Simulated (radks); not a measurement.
Neutral hafnium, 72 electrons, occupied as [Xe] 4f14 5d2 6s1 7s1 (not the ground configuration). Calculated with a radial shooting solver on a logarithmic mesh with Libxc functionals: scalar-relativistic Kohn-Sham, r2SCAN, spin-polarised, spherical densities, finite nucleus; open shells are filled with parallel spins first (spin-orbit coupling, left out, can overturn this in heavy ions); meta-GGA in the generalised Kohn-Sham scheme; Fermi nuclear charge, rms radius 5.347 fm.

Radial electron density D(r) = 4 pi r^2 rho(r):

```
   r/bohr * D(r) (the largest magnitude, 132, reaches the edge; | marks zero)
0.0006946 | *
0.0008216 | *
0.0009797 |  *
 0.001159 |   *
 0.001371 |    *
 0.001635 |     *
 0.001934 |       *
 0.002288 |         *
 0.002728 |           *
 0.003227 |              *
 0.003817 |                 *
 0.004552 |                     *
 0.005385 |                         *
 0.006421 |                              *
 0.007595 |                                  *
 0.008985 |                                     *
  0.01071 |                                       *
  0.01267 |                                        *
  0.01499 |                                       *
  0.01788 |                                      *
  0.02115 |                                    *
  0.02502 |                                   *
  0.02983 |                                     *
  0.03529 |                                         *
  0.04174 |                                              *
  0.04978 |                                                    *
  0.05888 |                                                      *
  0.06965 |                                                    *
  0.08306 |                                              *
  0.09825 |                                         *
   0.1162 |                                          *
   0.1386 |                                              *
   0.1639 |                                                 *
   0.1955 |                                            *
   0.2313 |                                  *
   0.2736 |                         *
   0.3262 |                        *
   0.3859 |                           *
   0.4565 |                            *
   0.5443 |                        *
   0.6439 |                 *
   0.7617 |           *
   0.9083 |       *
    1.074 |     *
    1.271 |    *
    1.516 |  *
    1.793 | *
    2.121 |*
    2.529 |*
    2.992 *
    3.539 *
     4.22 *
    4.992 *
    5.952 *
    7.041 *
    8.329 *
    9.932 *
    11.75 *
     13.9 *
    16.57 *
    19.61 *
```

D(r) has 5 maxima, at r = 0.0129, 0.0584, 0.163, 0.439, 7.94 bohr, and minima at 0.0248, 0.106, 0.308, 5.76 bohr, inside which lie 1.91, 11.06, 29.78, 71.06 electrons.
